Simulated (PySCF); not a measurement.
**C₆ coefficients of unlike pairs at PBE0**

Calculated with PySCF 2.14 from the dipole response of each species, C₆(A,B) = (3/π) ∫ α_A(iu) α_B(iu) du, in atomic units, from isotropic polarisabilities. For ions this is the dispersion term alone; charge-induced terms of lower order in 1/R come first.

```
species           configuration                                                                            basis     relativity  α (bohr³)  C₆ (like pair)
     Ir  [Xe] 4f14 5d7 6s2 (4F)  x2c-TZVPPall with one added diffuse shell each of s, p, d, f type (12s8p8d4f1g)  spin-free X2C      49.53           539.3
   Si²⁺           [Ne] 3s2 (1S)                                                         dyall-acv3z (19s12p6d4f)           none      11.95           41.48
    Li⁺                1s2 (1S)           x2c-QZVPPall with one added diffuse shell each of s, p type (7s5p2d1f)  spin-free X2C     0.2014         0.08131
   Ta³⁺      [Xe] 4f14 5d2 (3F)  x2c-TZVPPall with one added diffuse shell each of s, p, d, f type (12s8p8d4f1g)  spin-free X2C      7.380           34.82
```

Problem. Estimate C₆ for Ta³⁺ with Si²⁺.

Solution. The integral gives 34.63. The combination rule 2 C_A C_B / (C_A α_B/α_A + C_B α_A/α_B) gives 35.23 and the geometric mean 38.01.

No spin-orbit coupling is included.

The other pairs:

| pair | C₆ |
| --- | --- |
| Si²⁺, Ir | 148.7 |
| Ta³⁺, Li⁺ | 1.543 |
| Ta³⁺, Ir | 124.1 |
| Li⁺, Ir | 4.632 |
| Li⁺, Si²⁺ | 1.276 |
